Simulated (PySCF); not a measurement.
Gas-phase reaction: 2 SbBr₃ + 3 H₂ = 2 Sb + 6 HBr, at 600 K and a standard pressure of 1 bar. Level: LDA/def2-TZVP†.

Computed with PySCF and rigid-rotor harmonic-oscillator thermochemistry at 1 bar. † marks an energy on the PBE0/def2-TZVP geometry and frequencies. Open shells (unrestricted): Sb (multiplicity 4); the rest are closed-shell singlets. Sb: scalar-relativistic def2 core potential, no spin-orbit coupling. Br: all electrons, no relativistic terms. The harmonic model lacks anharmonicity and excited electronic states, which grow with temperature; levels with a mode under 35 cm⁻¹ are left out. Soft modes under 120 cm⁻¹ make the harmonic entropy rough for SbBr₃.

| species | E (Ha) | H(600 K) − E (kJ/mol) | S°(600 K) (J/mol/K) |
|---|---|---|---|
| SbBr₃ | -7951.88488 | 50.4 | 431.8 |
| H₂ | -1.13681 | 43.9 | 150.8 |
| Sb | -239.83797 | 12.5 | 194.8 |
| HBr | -2571.19657 | 33.5 | 219.1 |
E: electronic energy; H − E holds the zero-point and thermal terms. 1 Ha = 2625.5 kJ/mol.

**Question.** Work out ΔH°, ΔS°, ΔG° and log10 K from these numbers.

**Answer.** 1. ΔE = 2×(-239.83797) + 6×(-2571.19657) − 2×(-7951.88488) − 3×(-1.13681) = 0.32483 Ha = 852.8 kJ.
2. Δ(H − E) = 2×(12.5) + 6×(33.5) − 2×(50.4) − 3×(43.9) = -6.5 kJ, so ΔH° = 846.3 kJ.
3. ΔS° = 2×(194.8) + 6×(219.1) − 2×(431.8) − 3×(150.8) = 388.2 J/K; the number of gas molecules changes by +3.
4. ΔG° = ΔH° − TΔS° = 846.3 − 600×(388.2)/1000 = 613.4 kJ.
5. log10 K = −ΔG°/(RT ln 10) = -53.39, with RT ln 10 = 11.49 kJ/mol; at standard pressures the reactants are favoured.
6. A shift of 10 kJ in ΔE would move log10 K by 0.87 here.
For scale, ΔH°(298 K) is 856 kJ at this level, 683 kJ at ωB97M-V/def2-TZVP†, and runs from 338 to 930 kJ over the 18 levels computed.
